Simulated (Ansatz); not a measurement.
Cost and result up the ladder for tetramethylammonium tetracyanoborate (C₈H₁₂BN₅) (26 atoms). Total charge 0; singlet. Geometry: PBE-D4/def2-SVP.

Ansatz on 4 threads of AMD EPYC 7B13 on a shared host. Times are rough, and most runs start from the orbitals of an earlier one. PBE0-D4/def2-TZVP serves as the yardstick here, not as an exact answer. Differences are given only for rows in sets of like size (and for xTB, whose basis is part of the method), since another set adds its own error. Binding counts from free atoms at the same level (C triplet, N quartet, H doublet, B doublet; other spins of the atoms weren't run), without zero-point energy or a counterpoise term.

B3LYP takes the VWN-RPA correlation. Correlated methods freeze 14 core orbitals. The rows differ in basis, and correlated rows in double-zeta sets carry the largest basis error.

Correlated methods converge slowly with the basis, most of all in double-zeta sets.

```
                            level  functions  wall time  binding energy per atom (eV)  difference from PBE0-D4/def2-TZVP (eV)
                         HF/6-31G        150        2 s                          2.86                                       –
                   B3LYP-D4/6-31G        150      3.6 s                          4.39                                       –
                  PBE-D4/def2-SVP        256      3.7 s                          4.76                                       –
                 PBE0-D4/def2-SVP        256        7 s                          4.62                                       –
                     MP2/def2-SVP        256      7.5 s                          4.44                                       –
                 PBE-D4/def2-TZVP        506        9 s                          4.71                                    0.14
  BLYP-D4/def2-TZVP (with forces)        506       13 s                          4.59                                    0.02
r2SCAN-D4/def2-TZVP (with forces)        506       18 s                          4.53                                   -0.04
                     HF/def2-TZVP        506       18 s                          3.13                                   -1.44
                PBE0-D4/def2-TZVP        506       21 s                          4.57                                    0.00
```
